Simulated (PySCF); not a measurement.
CH3Cl3OSn, SMILES `[O](C)[Sn]([Cl])([Cl])[Cl]`, neutral singlet in the gas phase. 

Cartesian coordinates (Å):
```xyz
9

C     -1.5446    -0.0319    -0.0929
O     -0.4004    -0.7227    -0.5412
Sn     1.3793    -0.1022    -0.0120
Cl     2.9247    -1.5444    -0.9448
Cl     1.7174     2.0683    -0.7725
Cl     1.5527    -0.0972     2.3063
H     -1.6332    -0.0312     1.0085
H     -1.5726     1.0142    -0.4479
H     -2.4234    -0.5529    -0.5035
```
Charge 0, spin multiplicity 1.

All levels are single points at this geometry (PBE0-D3(BJ)/def2-SVP); Pople sets use spherical d functions. Orbital energies aren't observables, and empty levels follow the basis.

M06-2X/6-31G* (LANL2DZ on Sn) in PySCF gives dipole (D) = 1.88.

### Question
Estimate the dipole (D) from each of these levels: PBE-D3(BJ)/def2-TZVP in PySCF; TPSSh-D3(BJ)/def2-TZVP in PySCF; B3LYP/LANL2DZ in PySCF; BP86/6-31G* (LANL2DZ on Sn) in PySCF; HF/6-31G* (LANL2DZ on Sn) in PySCF.

### Answer

```csv
level,dipole (D)
PBE-D3(BJ)/def2-TZVP in PySCF,1.55
TPSSh-D3(BJ)/def2-TZVP in PySCF,1.58
B3LYP/LANL2DZ in PySCF,2.28
BP86/6-31G* (LANL2DZ on Sn) in PySCF,1.93
HF/6-31G* (LANL2DZ on Sn) in PySCF,1.88
```
